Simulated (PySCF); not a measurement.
# Hartree-Fock beside MP2: AlClGeH3 cation

These are calculations, not measurements. They come from PySCF 2.14.0, an open-source quantum chemistry program, on an isolated molecule that a program drew, which may never have been made. The molecule is AlClGeH3 cation (charge +1, singlet), drawn as the SMILES string `[AlH2][GeH+][Cl]`.

The geometry was optimised and harmonic frequencies were computed with HF and MP2, all in the cc-pV(D+d)Z basis, for the commonest isotopes, with a restricted reference for singlets and an unrestricted one otherwise, and a frozen core in MP2. Germanium has the cc-pVDZ-PP basis, with a core potential (ECP10MDF) in place of its 10 inner electrons, and its 3s, 3p and 3d shells are frozen in MP2. Each result is a local minimum of its method.

Geometry at the HF minimum:
```xyz
6
AlClGeH3 cation, angstrom
Al    1.7757   -1.0607    2.5101
Ge    0.4342   -1.1242    0.2346
Cl    1.2943   -0.1021   -1.3863
H     1.3225    0.1733    3.3347
H     2.7545   -2.2640    2.5584
H    -0.8705   -1.7294   -0.2737
```

Lengths of the bonds as drawn, in Å (atoms numbered as above):
| bond | HF | MP2 |
|---|---|---|
| Al1-Ge2 | 2.642 | 2.630 |
| Ge2-Cl3 | 2.101 | 2.105 |
| Al1-H4 | 1.552 | 1.555 |
| Al1-H5 | 1.552 | 1.555 |
| Ge2-H6 | 1.525 | 1.536 |

Rotational constants, in GHz:
| constant | HF | MP2 |
|---|---|---|
| A | 8.33 | 8.143 |
| B | 1.879 | 1.905 |
| C | 1.574 | 1.586 |

Harmonic frequencies in cm^-1, each column in rising order, so a row needn't be the same motion in every method:
| rank | HF | MP2 |
|---|---|---|
| 1 | 73 | 70 |
| 2 | 84 | 75 |
| 3 | 250 | 252 |
| 4 | 317 | 298 |
| 5 | 487 | 472 |
| 6 | 501 | 485 |
| 7 | 577 | 558 |
| 8 | 711 | 684 |
| 9 | 790 | ? |
| 10 | 2093 | 2051 |
| 11 | 2139 | 2103 |
| 12 | 2270 | 2194 |

**Estimate the missing MP2 frequency from the HF column.**

A single factor s that minimises the squared misfit of MP2 against s times HF over the other rows is sum(HF x MP2) / sum(HF^2) = 0.9751, with an rms misfit of 10 cm^-1. For rank 9 it gives 0.9751 x 790 = 770 cm^-1. The calculation gives 751 cm^-1, 19 cm^-1 below the estimate. The drawn bonds are on average 0.2 % longer in MP2 than in HF.
